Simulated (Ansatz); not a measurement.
CH$_{6}$AlNO (`C[O][AlH][NH2]`). The species carries charge 0 and has multiplicity 1.

Z-matrix (Å, degrees):
```
C
O 1 1.395
H 1 1.096 2 110.3
H 1 1.098 2 112.7 3 120.6
H 1 1.096 2 110.3 3 -118.9
Al 2 1.687 1 134.7 3 -120.0
N 6 1.761 2 117.3 1 179.8
H 6 1.579 2 121.5 1 -0.3
H 7 1.007 6 125.2 2 -0.0
H 7 1.006 6 124.2 2 179.9
```

Q: Give the diagnostics of a CCSD(T)/def2-TZVPP run (frozen core, the Gaussian-basis code of Ansatz). (Best estimate.)

A: The calculation gave: T1 = 0.0114, largest single amplitude 0.027, largest double 0.035, (T) share of the correlation energy 3.4 %, 9 CCSD cycles. The RHF solution is stable towards an unrestricted one. T1 lies under the customary mark of 0.02 for closed shells.
